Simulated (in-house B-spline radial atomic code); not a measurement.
## Ionising Mg2+ with different functionals

Computed with a B-spline radial code for spherical atoms: non-relativistic Hamiltonian, point nucleus, spin-polarised at highest spin, spherical fractional occupations for the functionals, the average over the highest-spin determinants for Hartree-Fock. The ionisation energy is the difference of two self-consistent energies, [He] 2s2 2p6 → [He] 2s2 2p5, without Breit or QED terms; ε is the level of the shell that loses the electron (its least bound occupied spin orbital).

Hybrids are left out here: with spherical fractional occupations of an open shell their exact exchange keeps a self-interaction that integer-occupation calculations don't have.

| method | rung | ΔSCF (eV) | -ε(2p) (eV) |
| --- | --- | --- | --- |
| Hartree-Fock | Hartree-Fock | 78.62 | 81.80 |
| LDA VWN5 | LDA | 80.63 | 66.86 |
| LDA PW92 | LDA | 80.62 | 66.85 |
| LDA exchange-only | LDA | 78.57 | 64.93 |
| PBE | GGA | 80.50 | 66.72 |
| PBEsol | GGA | 80.35 | 66.59 |
| BLYP | GGA | 80.52 | 66.75 |
| RPBE | GGA | 80.42 | 66.66 |
| PW91 | GGA | 80.67 | 66.88 |
| BP86 | GGA | 80.61 | 66.81 |
| AM05 | GGA | 80.32 | 66.57 |
| OLYP | GGA | 80.71 | 67.02 |
| TPSS | meta-GGA | 80.78 | 67.06 |
| SCAN | meta-GGA | 81.58 | 68.07 |
| r2SCAN | meta-GGA | ? | ? |
| M06-L | meta-GGA | 81.41 | 67.95 |
| revTPSS | meta-GGA | ? | ? |

Task: What does revTPSS give?

Result: ΔSCF 80.61 eV, and -ε(2p) = 66.92 eV.

Task: What does r2SCAN give?

Result: ΔSCF 81.53 eV, and -ε(2p) = 68.01 eV.

Task: How do they compare with the NIST value?

Result: NIST lists 80.144 eV (measured, ground level to ground level). Errors run from -1.58 to +1.43 eV; AM05 is closest (+0.18 eV), but part of that can be cancellation, since the calculations leave out relativity, Breit-QED terms, multiplet and fine-structure energies. Hartree-Fock also lacks correlation.
